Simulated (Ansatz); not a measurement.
Potential energy curve for HBr, singlet.

Levels of theory: RHF/cc-pVDZ (Ansatz, a quantum-chemistry and plane-wave program); FCI = full CI/cc-pVDZ, cores with 3d frozen in Ansatz.

Energies relative to the lowest point of each curve near equilibrium, in kcal/mol:

| R / Å | RHF |
|---|---|
| 1.28 | 7.3 |
| 1.38 | 0.3 |
| 1.42 | 0.0 |
| 1.65 | 13.1 |
| 1.77 | 25.0 |
| 1.94 | 43.6 |
| 2.14 | 65.2 |
| 2.81 | 122.7 |
| 3.16 | 143.2 |
| 3.85 | 170.1 |
| 4.25 | 179.8 |
| 5.69 | 196.8 |

Question: Predict the corresponding FCI column.

Answer: 1.28: 8.4; 1.38: 0.7; 1.42: 0.0; 1.65: 10.5; 1.77: 20.5; 1.94: 35.5; 2.14: 51.3; 2.81: 79.9; 3.16: 84.3; 3.85: 86.4; 4.25: 86.6; 5.69: 86.7 (kcal/mol).

The restricted form behind RHF keeps the bonding electrons paired and can't separate into open-shell fragments.
